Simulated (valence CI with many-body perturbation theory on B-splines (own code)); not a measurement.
The numbers below are computed, except where a source is named.
# Basis-set convergence for Sr³³⁺

Method: valence CI with perturbative core correlation (CI+MBPT): three valence electrons over a frozen Dirac-Fock core [He], a basis of 9 s, 9 p, 8 d, 6 f, 3 g, 1 h functions for each j, with the one-electron correlation potential Σ1, the two-electron term Σ2, the three-electron term Σ3, Breit, model QED; selected CI, second order for the rest, scaled by the run's own slope (own B-spline code, finite nucleus).

The last digits are not significant, and no measured levels were compared; by estimate large intervals hold to a few tenths of a per cent, small ones and those within an open d or f shell to about a per cent.

The reference run has the lowest level (2s^2 2p1/2) J=1/2 and an ionisation energy of 4233.82 eV. Its largest variational space holds 10826 state functions.

Levels are named by their leading jj configuration (3d3/2^4 stands for four electrons in 3d with j = 3/2), which in mixed levels can hold well under half, so a name can repeat and another be missing. Letters in brackets count levels of one name in rising energy.

Changed runs:
A. basis 6 s, 6 p, 5 d, 3 f, 1 g
B. basis 5 s, 5 p, 4 d, 2 f

Excitation energies of the reference run in cm⁻¹, and shifts in cm⁻¹:

| Level | Reference | A | B |
| --- | --- | --- | --- |
| (2s^2 2p3/2) J=3/2 | 623301 | -3.1 | -19 |
| (2s 2p1/2^2) J=1/2 | 762649 | -91 | -253 |
| (2s 2p1/2 2p3/2) J=3/2 [a] | 1183520 | -154 | -457 |
| (2s 2p1/2 2p3/2) J=5/2 | 1340550 | -46 | -174 |
| (2s 2p1/2 2p3/2) J=3/2 [b] | 1627290 | +120 | +379 |
| (2s 2p1/2 2p3/2) J=1/2 | 1690620 | +101 | +364 |
| (2s 2p3/2^2) J=5/2 | 1967300 | +22 | +59 |
| (2s 2p3/2^2) J=1/2 | 2353330 | +136 | +486 |
| (2s 2p3/2^2) J=3/2 | 2363670 | +128 | +428 |
| (2p1/2^2 2p3/2) J=3/2 | 2515150 | +14 | +73 |
| (2p1/2 2p3/2^2) J=3/2 | 3003430 | -14 | -25 |
| (2p1/2 2p3/2^2) J=5/2 | 3111270 | +117 | +329 |
| Ionisation energy (eV) | 4233.82 | -0.015 | -0.06 |
